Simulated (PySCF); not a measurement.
C5H6Si.
Numbering: `[CH:1]#[C:2][C:3]#[C:4][CH2:5][SiH3:6]` (hydrogens: H7 on C1; H8, H9 on C5; H10, H11, H12 on Si6)

Computed geometry: GFN2-xTB, gas phase.

Q: List the bond lengths and angles at this level.

A: 
```
                     bond  length (pm)
                    C1≡C2        120.5
                    C2–C3        135.8
                    C3≡C4        120.8
                    C4–C5        143.5
                   C5–Si6        191.7
                    C1–H7        104.8
             C5–H8, C5–H9        109.3
Si6–H10, Si6–H11, Si6–H12        146.3
```

Bonds in one row agree within 1 pm and their mean is given. A selection of angles:
```
      angle  degrees
   C2–C1–H7    180.0
   C1–C2–C3    180.0
   C2–C3–C4    178.8
   C3–C4–C5    178.2
  C4–C5–Si6    111.3
   C4–C5–H8    109.1
  Si6–C5–H8    109.9
   H8–C5–H9    107.4
 C5–Si6–H10    107.0
 C5–Si6–H11    108.9
H10–Si6–H11    110.7
```

The C–C distances run from 1.205 Å (C1≡C2, drawn triple) to 1.435 Å (C4–C5, drawn single), a spread of 0.230 Å. The 6 heavy atoms lie in one plane (0.001 Å rms). Si6 (SiH3 silicon) is tetrahedral (angles from 107.0° to 110.7°).

Point group: Cs (every atom within 0.08 Å of its image). Whether it is a minimum is left open (no frequencies).
